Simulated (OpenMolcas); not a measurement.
# 3s² 3p³ along the 15-electron sequence

| Property | Result |
| --- | --- |
| Program | OpenMolcas |
| Method | CASSCF |
| Basis | ANO-RCC-VTZP |
| Scalar Hamiltonian | DKH2, point nucleus |
| Spin-orbit coupling | state interaction with AMFI integrals over the reference wave functions, term energies averaged over their components |

Active space for each ion: 5 electrons in 4 orbitals (3s 3p).

Computed levels in cm-1 above ⁴S°_3/2:

```csv
Level,S+,Cl2+,Ar3+
²D°_3/2,19335,22708,26102
²D°_5/2,19367,22783,26251
²P°_1/2,26458,31569,36558
²P°_3/2,26480,31634,36701
weight of ⁴S° in the lowest level (%),100,100,100
```

Measured, with the error of the calculation in %. Measured levels: S+ from NIST Handbook of Basic Atomic Spectroscopic Data; Cl2+ from Moore, Atomic Energy Levels, vol. I, NSRDS-NBS 35 (1971 reprint of NBS Circular 467, 1949); Ar3+ from Saloman, J. Phys. Chem. Ref. Data 39, 033101 (2010).

```json
{"Level": "²D°_3/2", "S+": "14853 (+30.2)", "Cl2+": "18053 (+25.8)", "Ar3+": "21091 (+23.8)"}
{"Level": "²D°_5/2", "S+": "14885 (+30.1)", "Cl2+": "18120 (+25.7)", "Ar3+": "21220 (+23.7)"}
{"Level": "²P°_1/2", "S+": "24525 (+7.9)", "Cl2+": "29812 (+5.9)", "Ar3+": "34855 (+4.9)"}
{"Level": "²P°_3/2", "S+": "24572 (+7.8)", "Cl2+": "29907 (+5.8)", "Ar3+": "35032 (+4.8)"}
```

²D°_3/2 changes by a factor of 1.35 over the same range, with steps per unit of Z of +3370, +3390 cm-1.

Terms from blocks run as CI alone lack orbitals of their own. Without dynamic correlation excited terms often stand tens of per cent too high (terms of higher spin than the ground term too low), and those without a measured partner can miss by more than the paired ones (holds for S+). Computed and measured levels are paired by configuration, term and J; levels that our copy of the source lacks, or whose pairing is in doubt (as where it misses far off the trend of its configuration), stay unpaired and out of the deviations. Only configurations of the active space appear.

° marks odd parity.
